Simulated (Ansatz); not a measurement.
Geometry optimisation, DFT PBEsol, scalar-relativistic, plane waves, PAW (Ansatz).

Input:

```yaml
crystal:
  lattice:
    - [0.0, 5.43, 5.43]
    - [5.43, 0.0, 5.43]
    - [5.43, 5.43, 0.0]
  atoms:
    - { symbol: Si, position: [0.0, 0.0, 0.0] }
    - { symbol: Si, position: [0.125, 0.125, 0.125] }
    - { symbol: Si, position: [0.0, 0.0, 0.5] }
    - { symbol: Si, position: [0.125, 0.125, 0.625] }
    - { symbol: Si, position: [0.0, 0.5, 0.0] }
    - { symbol: Si, position: [0.125, 0.625, 0.125] }
    - { symbol: Si, position: [0.0, 0.5, 0.5] }
    - { symbol: Si, position: [0.125, 0.625, 0.625] }
    - { symbol: Si, position: [0.5, 0.0, 0.0] }
    - { symbol: Si, position: [0.625, 0.125, 0.125] }
    - { symbol: Si, position: [0.5, 0.0, 0.5] }
    - { symbol: Si, position: [0.625, 0.125, 0.625] }
    - { symbol: Si, position: [0.5, 0.5, 0.0] }
    - { symbol: Si, position: [0.625, 0.625, 0.125] }
    - { symbol: Si, position: [0.5, 0.5, 0.5] }
    - { symbol: Si, position: [0.625, 0.625, 0.625] }
    - { symbol: Cu, position: [0.8757217, 0.3739986, 0.3711765] }
total_charge: 1
basis:
  ecutwfc: 420.0
kpoints:
  mp_grid: { grid: [2, 2, 2] }
hamiltonian:
  xc: pbesol
  pseudopotentials: { kind: paw, azcp: { folder: soft_1 } }
scf:
  occupations: { method: gaussian, width: 0.02 }
  lower_state_search: "off"
relax:
  f_tol: 0.03
  max_steps: 60
  adjacent_minimum: "off"
output:
  write_density: true
  write_potential: true
  elf: true
  volumetric_format: npy
```

Run as:

```bash
$ ansatz run input.yaml --threads 1 --pin off --max-ram 3072MiB --backend cpu --events-out ev --progress --plain --runs-dir out
```

Q: Where does it end, and by what steps?

A: The run converged. Limits of this set-up: coarse k mesh, PAW files made for another functional, a small cell, in which the defect meets its images, charged cell in a uniform background, uncorrected. After 12 steps the energy has fallen by 0.138 eV; Cu17 moved furthest, 0.27 Å.

| step | energy less start (eV) | largest force component (eV/Å) | accepted |
| --- | --- | --- | --- |
| 0 | 0.0000 | 0.520 | yes |
| 1 | -0.0794 | 0.162 | yes |
| 2 | -0.0864 | 0.057 | yes |
| 3 | -0.0814 | 0.244 | no |
| 4 | -0.0928 | 0.079 | yes |
| 5 | -0.1010 | 0.123 | yes |
| 6 | -0.1148 | 0.216 | yes |
| 7 | -0.1277 | 0.140 | yes |
| 8 | -0.1359 | 0.058 | yes |
| 9 | -0.1358 | 0.036 | no |
| 10 | -0.1359 | 0.058 | yes |
| 11 | -0.1358 | 0.035 | no |
| 12 | -0.1376 | 0.010 | yes |

```xyz
17
Lattice="0.0000 5.4300 5.4300 5.4300 0.0000 5.4300 5.4300 5.4300 0.0000" Properties=species:S:1:pos:R:3
Si 0.066 0.041 -0.067
Si 1.368 1.313 1.403
Si 2.784 2.713 0.003
Si 4.124 4.145 1.305
Si 2.561 -0.150 2.865
Si 4.023 1.310 4.061
Si 5.424 2.711 2.644
Si 6.645 3.927 4.212
Si 0.068 2.784 2.676
Si 1.418 4.136 4.011
Si 2.770 5.488 2.660
Si 4.127 6.841 4.001
Si 2.752 2.783 5.362
Si 4.024 4.082 6.835
Si 5.428 5.495 5.431
Si 6.857 6.839 6.732
Cu 3.907 6.613 6.951
```

Run time: 99 s on 1 thread of Arm Neoverse V1, on a shared host, peak memory 0.59 GiB.
